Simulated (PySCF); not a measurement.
**Excitation energy of Ru⁺ by level of theory**

Ru⁺ [Kr] 4d7 (4F) → Ru⁺ [Kr] 4d6 5s1 (6D), as a difference of total energies. All numbers are calculated (PySCF 2.14, a scalar-relativistic core potential, in aug-cc-pwCVDZ-PP with ECP28MDF). Correlated levels: valence: 4s2 4p6 frozen. The calculations carry no spin-orbit coupling.

```json
{"method": "UHF", "excitation energy (eV)": "0.338", "error (eV)": "-0.752"}
{"method": "MP2 (valence)", "excitation energy (eV)": "0.931", "error (eV)": "-0.159"}
{"method": "SCS-MP2 (valence)", "excitation energy (eV)": "1.400", "error (eV)": "+0.310"}
{"method": "CCSD (valence)", "excitation energy (eV)": "0.874", "error (eV)": "-0.216"}
{"method": "CCSD(T) (valence)", "excitation energy (eV)": "0.913", "error (eV)": "-0.177"}
```

Reference: 1.090 eV (measured; NIST levels, between the centres of gravity of the two terms).

Errors of the correlated levels include the incompleteness of this basis and the frozen core.
